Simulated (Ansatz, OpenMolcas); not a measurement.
## The same job for Ansatz

This OpenMolcas 26.06 job computes Si2H4OF2 (SMILES O[SiH](F)[SiH2]F):

job.input:
```
>>> EXPORT MOLCAS_PRINT=2

&GATEWAY
 BasLib=$CurrDir
 Coord
 9
 angstrom
 O        0.844300       1.766700      -0.485000
 Si       0.969400       0.137800      -0.453100
 F        0.986700      -0.459700      -1.938500
 Si      -0.894000      -0.772400       0.668300
 F       -2.133900       0.202600       0.333800
 H       -0.014200       2.154900      -0.665100
 H        2.284600      -0.163900       0.153800
 H       -1.253000      -2.143900       0.226600
 H       -0.701500      -0.768300       2.142300
 Basis=def2-SVP
 Group=NoSym

&SEWARD

&SCF
 Thresholds=1e-10 1e-07 1e-07 1e-05
 PrOrbitals=1 2

&ALASKA
```

```bash
$ export MOLCAS_MEM=1860
$ pymolcas job.input > job.log
```

(Basis files named in the input come from the Basis Set Exchange and aren't shown.)

The shape is that of a PBE0-D4/def2-TZVP optimisation. This is one conformer, not always the lowest.

It gives a total energy of -853.684216 Eh.

**Question.** Write the same calculation for Ansatz 0.2.0 as an input file of the program's own, asking for the energy.

**Answer.** One way, which was run:

job.yaml:
```yaml
crystal:
  periodic: [false, false, false]
  atoms:
    - {symbol: O, position_ang: [0.844300, 1.766700, -0.485000]}
    - {symbol: Si, position_ang: [0.969400, 0.137800, -0.453100]}
    - {symbol: F, position_ang: [0.986700, -0.459700, -1.938500]}
    - {symbol: Si, position_ang: [-0.894000, -0.772400, 0.668300]}
    - {symbol: F, position_ang: [-2.133900, 0.202600, 0.333800]}
    - {symbol: H, position_ang: [-0.014200, 2.154900, -0.665100]}
    - {symbol: H, position_ang: [2.284600, -0.163900, 0.153800]}
    - {symbol: H, position_ang: [-1.253000, -2.143900, 0.226600]}
    - {symbol: H, position_ang: [-0.701500, -0.768300, 2.142300]}
basis:
  gaussian:
    orbitals: def2-SVP
magnetization:
  spin_polarized: false
  initial_magnetization: 0
hamiltonian:
  xc: hf
accuracy: high
output: {orbitals: {seedname: orbitals}}
```

```bash
$ ansatz run job.yaml --threads 1 --pin off --max-ram 3480MiB --events-out events.jsonl --progress --plain --runs-dir runs
```

Its energy is -853.684216 Eh, the same as the first but for the last digit, at most.
